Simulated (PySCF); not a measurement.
This PySCF input asks for the NMR shieldings of `FC(F)[C@@H]1BCCCC1`, C₆H₁₁BF₂; the geometry comes from GFN2-xTB.

```python
import basis_set_exchange as bse
import numpy as np
from pyscf import gto, dft
from pyscf.prop import nmr

atoms = """
F     3.051825    1.388375    0.034381
C     2.433106    0.191260    0.198340
F     3.177006   -0.698065   -0.517786
C     0.993788    0.231279   -0.292456
B     0.111212    1.381530    0.344155
C    -1.445686    1.196368    0.312058
C    -1.922341   -0.261909    0.338323
C    -1.099583   -1.140284   -0.599036
C     0.367532   -1.168069   -0.181632
H     2.527852   -0.089966    1.258543
H     1.054411    0.481488   -1.362599
H     0.605859    2.361865    0.745963
H    -1.775170    1.648867   -0.631612
H    -1.961430    1.760240    1.091852
H    -1.829096   -0.646712    1.356484
H    -2.978007   -0.317148    0.062716
H    -1.181658   -0.763508   -1.620931
H    -1.495747   -2.157658   -0.585284
H     0.918853   -1.873192   -0.807337
H     0.442126   -1.514082    0.852820
"""
names = dict.fromkeys(["F", "C", "B", "H"], "pcSseg-1")
basis = {el: gto.basis.parse(bse.get_basis(n, elements=[el], fmt="nwchem")) for el, n in names.items()}
mol = gto.M(atom=atoms, basis=basis, charge=0, verbose=0)
mf = dft.RKS(mol, xc="PBE0")
mf.grids.level = 2
mf.grids.alignment = dft.numint.BLKSIZE   # the property module wants whole blocks of grid points
mf.conv_tol = 1e-9
mf.kernel()

calc = nmr.RKS(mf)   # GIAO
C = mf.mo_coeff
Co = C[:, mf.mo_occ > 0]
resp = mf.gen_response(singlet=True, hermi=2)
def vind(x):   # induced exchange potential for any number of trial vectors
    d = np.einsum("pi,xij,qj->xpq", C, 2 * x.reshape(-1, C.shape[1], Co.shape[1]), Co, optimize=True)
    return np.einsum("xpq,pi,qj->xij", resp(d - d.transpose(0, 2, 1)), C, Co, optimize=True).ravel()
mo1, _ = nmr.rhf.solve_mo1(calc, with_cphf=vind)
sigma = calc.kernel(mo1)
for i, s in enumerate(sigma):   # ppm
    w = np.linalg.eigvalsh((s + s.T) / 2)
    print("%2d %-2s iso %8.1f  s11 %8.1f  s22 %8.1f  s33 %8.1f" % (i, mol.atom_pure_symbol(i), w.mean(), *w))
```

Task: What are the results?

Result: 
```
 0 F  iso    309.7  s11    207.6  s22    349.5  s33    371.8
 1 C  iso     61.6  s11     36.9  s22     67.5  s33     80.3
 2 F  iso    309.8  s11    218.7  s22    335.5  s33    375.0
 3 C  iso    136.7  s11    119.9  s22    127.6  s33    162.7
 4 B  iso     11.8  s11    -64.3  s22    -25.4  s33    125.2
 5 C  iso    157.5  s11    134.5  s22    153.0  s33    185.1
 6 C  iso    158.9  s11    148.3  s22    154.5  s33    173.8
 7 C  iso    156.9  s11    153.2  s22    157.9  s33    159.5
 8 C  iso    158.2  s11    145.5  s22    155.0  s33    174.2
 9 H  iso     25.7  s11     23.8  s22     25.0  s33     28.3
10 H  iso     30.2  s11     25.7  s22     31.2  s33     33.7
11 H  iso     23.6  s11     17.4  s22     25.7  s33     27.7
12 H  iso     30.8  s11     26.4  s22     29.1  s33     37.0
13 H  iso     29.5  s11     24.7  s22     28.0  s33     35.8
14 H  iso     30.4  s11     26.4  s22     28.9  s33     35.8
15 H  iso     29.7  s11     24.4  s22     28.1  s33     36.5
16 H  iso     30.2  s11     26.2  s22     29.1  s33     35.3
17 H  iso     29.7  s11     24.5  s22     28.2  s33     36.3
18 H  iso     29.5  s11     23.5  s22     29.7  s33     35.2
19 H  iso     30.5  s11     26.4  s22     30.1  s33     35.2
```

These numbers come from an equivalent density-fitted implementation of the same equations, which agrees with the script to about 0.01 ppm for H and up to a few tenths of a ppm for heavy atoms, so last digits may differ.

Size and cost of the density-fitted run: 208 basis functions, 86 s wall time on 1 thread of an Arm Neoverse N1, shared host; peak memory 0.94 GiB.
